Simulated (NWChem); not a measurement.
System meant: C3H5FO; SMILES C[C@H](F)C=O

Here is an NWChem input.

```
start job
memory heap 200 mb stack 900 mb global 1100 mb
geometry units angstroms noautoz
  C      1.395258     0.673808     0.107528
  C     -0.036086     0.434685    -0.304441
  F     -0.865039     1.421118     0.177989
  C     -0.574685    -0.901511     0.171108
  O      0.055486    -1.921404     0.143326
  H      2.011408    -0.173564    -0.223856
  H      1.467481     0.749541     1.202438
  H      1.780053     1.601291    -0.337685
  H     -0.124270     0.431988    -1.409338
  H     -1.633464    -0.852778     0.537196
end
basis spherical
  * library def2-svp
end
dft
  xc b3lyp
  iterations 4
  mulliken
end
task dft energy
```

End of the output:

```
    Atom       Charge   Shell Charges
 -----------   ------   -------------------------------------------------------
    1 C    6     6.06   1.96  0.58  0.30  1.92  1.23  0.07
    2 C    6     5.94   1.96  0.61  0.29  1.87  1.03  0.18
    3 F    9     9.12   1.98  1.02  0.75  3.22  2.15  0.01
    4 C    6     5.89   1.96  0.63  0.32  1.79  0.99  0.20
    5 O    8     8.12   1.97  0.93  0.64  2.69  1.85  0.03
    6 H    1     0.96   0.63  0.26  0.07
    7 H    1     0.97   0.64  0.27  0.06
    8 H    1     0.97   0.64  0.26  0.07
    9 H    1     0.97   0.65  0.26  0.07
   10 H    1     1.00   0.65  0.29  0.06

 center of mass
 --------------
 x =  -0.10643149 y =  -0.00280282 z =   0.01145370

 moments of inertia (a.u.)
 ------------------
         446.813099352307           0.000000000000           0.000000000000
           0.000000000000         212.758881936312           0.000000000000
           0.000000000000           0.000000000000         617.074001341569

     Multipole analysis of the density
     ---------------------------------

     L   x y z        total         alpha         beta         nuclear
     -   - - -        -----         -----         ----         -------
     0   0 0 0     -0.000000    -20.000000    -20.000000     40.000000

     1   1 0 0      0.142175      0.071088      0.071088     -0.000000
     1   0 1 0      0.407765      0.203882      0.203882     -0.000000
     1   0 0 1     -0.231874     -0.115937     -0.115937     -0.000000

     2   2 0 0    -20.760387    -68.735194    -68.735194    116.710001
     2   1 1 0      1.916209     -4.156765     -4.156765     10.229738
     2   1 0 1      0.096159     -0.234673     -0.234673      0.565504
     2   0 2 0    -27.022419   -121.326731   -121.326731    215.631044
     2   0 1 1     -0.313773      0.507856      0.507856     -1.329485
     2   0 0 2    -20.416485    -18.962686    -18.962686     17.508887

 ------------------------------------------------------------------------
 dft energy failed                                                                                  0
 ------------------------------------------------------------------------
 ------------------------------------------------------------------------
  current input line :
    23: task dft energy
 ------------------------------------------------------------------------
 ------------------------------------------------------------------------
 This type of error is most commonly associated with calculations not reaching convergence criteria
 ------------------------------------------------------------------------
 For more information see the NWChem manual at https://nwchemgit.github.io

0:dft energy failed:Received an Error in Communication
```

Q: Can this run be used? If not, why, and what is the fix?

A: Convergence was not reached. Cause: the SCF was allowed too few iterations. This input runs:
```
start job
memory heap 200 mb stack 900 mb global 1100 mb
geometry units angstroms noautoz
  C      1.395258     0.673808     0.107528
  C     -0.036086     0.434685    -0.304441
  F     -0.865039     1.421118     0.177989
  C     -0.574685    -0.901511     0.171108
  O      0.055486    -1.921404     0.143326
  H      2.011408    -0.173564    -0.223856
  H      1.467481     0.749541     1.202438
  H      1.780053     1.601291    -0.337685
  H     -0.124270     0.431988    -1.409338
  H     -1.633464    -0.852778     0.537196
end
basis spherical
  * library def2-svp
end
dft
  xc b3lyp
  iterations 150
  mulliken
end
task dft energy
```
It converges to -292.15672 Ha (B3LYP/def2-SVP).
